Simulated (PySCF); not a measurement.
Steps of a relaxation of [Yb(SH)3]−

[Yb(SH)3]− (singlet in the valence; each metal's 4f electrons, 14 of them, lie in its core potential, out of spins and levels). PySCF 2.14.0, RKS PBE0, Yb lcecp-0-SVP with ECP60, S def2-SVP, H def2-SVP; non-relativistic Hamiltonian with scalar-relativistic core potentials where named; density fitting; no spin-orbit coupling. Origin of the start: displaced along the imaginary mode. Columns: position (Å) and force (eV/Å). Energies are counted from the last step; some of the 31 steps are shown. Forces carry noise of the integration grid, about 0.01 to 0.03 eV/Å.

Run from Python with OMP_NUM_THREADS=2. Where DIIS fails, smearing, a level shift and second-order steps follow.
It took 4.2 min on 2 threads of Arm Neoverse V1, on a shared host, from the converged density of the start.

```xyz
7
step 0  E = 0.267 eV
Yb    0.0000    0.0000   -0.0347     0.00    0.00    0.01
S     2.7973    0.0080    0.0197     0.02   -0.07    0.59
H     2.8447   -0.2500    1.3728    -0.03    0.07   -0.59
S    -1.4056    2.4185    0.0197     0.05    0.05    0.58
H    -1.2059    2.5886    1.3728    -0.05   -0.06   -0.59
S    -1.3917   -2.4265    0.0197    -0.08    0.02    0.59
H    -1.6389   -2.3386    1.3728     0.08   -0.01   -0.59
```

```xyz
7
step 10  E = 0.063 eV
Yb    0.0000    0.0000    0.1606     0.00    0.00   -0.01
S     2.7434    0.4172    0.2500     0.05   -0.23    0.24
H     2.8895   -0.6621    1.0774    -0.02    0.23   -0.24
S    -1.7330    2.1672    0.2500     0.18    0.16    0.24
H    -0.8714    2.8334    1.0774    -0.19   -0.13   -0.24
S    -1.0104   -2.5844    0.2500    -0.23    0.07    0.24
H    -2.0181   -2.1714    1.0774     0.21   -0.10   -0.24
```

```xyz
7
step 20  E = 0.005 eV
Yb    0.0000    0.0000    0.4264     0.00    0.00    0.01
S     2.7361    0.5038    0.4668    -0.01   -0.02    0.01
H     3.0385   -0.7811    0.7720    -0.01    0.02   -0.02
S    -1.8044    2.1177    0.4668     0.02    0.00    0.01
H    -0.8428    3.0220    0.7720    -0.01   -0.02   -0.02
S    -0.9317   -2.6215    0.4668    -0.01    0.02    0.01
H    -2.1957   -2.2409    0.7720     0.02    0.00   -0.02
```

Question: Where does the relaxation end?

Answer: It converges at step 30 in C3h:
```xyz
7
step 30  E = 0
Yb    0.0000    0.0000    0.5794
S     2.7303    0.5195    0.5857
H     3.0442   -0.7975    0.6021
S    -1.8150    2.1048    0.5857
H    -0.8314    3.0351    0.6021
S    -0.9153   -2.6242    0.5857
H    -2.2128   -2.2376    0.6021
```

Question: How did the contacts change?

Answer: 
| contact | start (Å) | end (Å) |
| --- | --- | --- |
| Yb1–S2 (SH) | 2.798 | 2.779 |
| Yb1–S4 (SH) | 2.798 | 2.779 |
| Yb1–S6 (SH) | 2.798 | 2.779 |


An lcecp potential fixes the number of 4f electrons, so in runs with it no electron can move into or out of that shell.
